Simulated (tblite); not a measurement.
Compound: C4H3FNOS (doublet state).
Numbering: `[F:1][CH2:2][O:3][c:4]1[n:5][c:6][cH:7][s:8]1` (hydrogens: H9, H10 on C2; H11 on C7)

The geometry is computed with GFN2-xTB (gas phase). This method treats the open shell by occupation alone, without spin polarisation.

What internal coordinates does the optimisation give?

```tsv
bond	length (Å)
F1–C2	1.362
C2–O3	1.388
O3–C4	1.340
C4–N5	1.289
N5–C6	1.327
C6–C7	1.323
C7–S8	1.784
C4–S8	1.750
C2–H9, C2–H10	1.097
C7–H11	1.067
```

Bonds in one row agree within 0.01 Å and their mean is given. A selection of angles:
```tsv
angle	degrees
F1–C2–O3	110.3
F1–C2–H9	107.6
O3–C2–H9	107.1
O3–C2–H10	112.0
H9–C2–H10	112.9
C2–O3–C4	116.6
O3–C4–N5	126.6
O3–C4–S8	118.2
N5–C4–S8	115.2
C4–N5–C6	110.1
N5–C6–C7	120.3
C6–C7–S8	107.1
C6–C7–H11	132.8
S8–C7–H11	120.1
C4–S8–C7	87.3
```

Torsions: F1–C2–O3–C4 -80° (synclinal); C2–O3–C4–N5 -7° (synperiplanar). The mirror-image conformer, all signs reversed, is as good.

The 2 C–O bonds span 1.340 Å (O3–C4, drawn single) to 1.388 Å (C2–O3, drawn single), a spread of 0.048 Å. O3 (oxygen bonded to 2 C) is bent (angle 116.6°). The 5-membered ring C4–N5–C6–C7–S8 has internal angles of 87.3° to 120.3° (sum 540°, against 540° for a flat polygon); it is planar, 0.00 Å rms from its mean plane, widest ring torsion 0°. The 2 C–S bonds span 1.750 Å (C4–S8, aromatic) to 1.784 Å (C7–S8, aromatic), a spread of 0.034 Å. C6 (carbon bonded to C and N) is bent (angle 120.3°). The 2 C–N bonds span 1.289 Å (C4–N5, aromatic) to 1.327 Å (N5–C6, aromatic), a spread of 0.038 Å. C4 (carbon bonded to N, O and S) is planar (angles 126.6°, 118.2° and 115.2°, sum 360.0°, 0.01 Å off the plane of its three neighbours).

Point group: C1 (no symmetry element, even within 0.4 Å). Its GFN2-xTB frequencies are all real (lowest 56 cm⁻¹). 3 starts were optimised and ended at 0.00, 2.07 and 2.22 kcal/mol (GFN2-xTB); the lowest of these is shown.
